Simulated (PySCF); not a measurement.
Frontier orbitals and the lowest excitations

C6H7FO2.
Structure used (PBE0-D3(BJ)/def2-SVP), in Å, numbered top down from 1:
```
atom  x, y, z in Å
C1    -2.227    0.303   -0.691
C2    -1.472   -0.414    0.423
C3     0.005   -0.258    0.313
C4     0.865   -1.266    0.146
O5     2.239   -1.099    0.039
C6     2.598    0.198    0.064
F7     3.894    0.335   -0.091
C8     1.769    1.228    0.218
O9     0.408    1.050    0.380
H10   -3.314    0.204   -0.554
H11   -1.965   -0.115   -1.675
H12   -1.979    1.373   -0.702
H13   -1.712   -1.488    0.434
H14   -1.782   -0.007    1.402
H15    0.564   -2.309    0.085
H16    2.100    2.262    0.226
```

Method: TDDFT B3LYP/def2-SVPD, vertical, gas phase, core orbitals frozen in the response (PySCF 2.14.0, density-fitted response routines).

Frontier orbitals with the atoms that hold most of them (Löwdin shares over 4%, at most four atoms; ? is withheld):

| orbital | ε (eV) | atoms |
| --- | --- | --- |
| LUMO+2 | 0.80 | C6 20%, C8 12%, O5 11%, F7 10% |
| LUMO+1 | 0.28 | C4 14%, C1 11%, C2 9%, C8 9% |
| LUMO | -0.45 | C3 20%, C4 19%, C6 15%, C8 13% |
| HOMO | -5.46 | ? |
| HOMO-1 | -7.79 | ? |
| HOMO-2 | -9.66 | C1 18%, C2 15%, O9 13%, H11 8% |
| HOMO-3 | -9.96 | C1 21%, C2 17%, H12 11%, O9 10% |

Give the leading atoms of the HOMO-1.

C4 (bonded to C, O and H) 20%; C8 (bonded to C, O and H) 18%; C3 (bonded to 2 C and O) 18%; C6 (bonded to C, F and O) 15%.

Which atoms hold the HOMO, and with what shares?

O9 (bonded to 2 C) 22%; O5 (bonded to 2 C) 20%; C8 (bonded to C, O and H) 15%; C4 (bonded to C, O and H) 13%. By element: oxygen 42%, carbon 28% or more.

The HOMO–LUMO gap is 5.01 eV. Where does the response calculation put the lowest singlet, and from which orbitals?

S1 is at 4.01 eV (f = 0.0019), 1.00 eV below the gap, made of HOMO→LUMO (99%). Without the coupling terms of the response equations the lowest excitation would equal the gap.

Give energy, strength and leading configuration of S1 and S2, and follow the Löwdin shares of the leading atoms from the occupied to the empty orbital.

- S1 (4.01 eV, f 0.0019), HOMO→LUMO (99%): O9 22% → at most 14%, O5 20% → at most 14%, C3 at most 13% → 20%, C4 13% → 19%
- S2 (4.83 eV, f 0.015), HOMO→LUMO+1 (94%): O9 22% → at most 9%, O5 20% → at most 9%, C4 13% → 14%, C1 at most 13% → 11%

Löwdin shares depend on the basis, the more so with diffuse functions.

One conformer stands for the species.
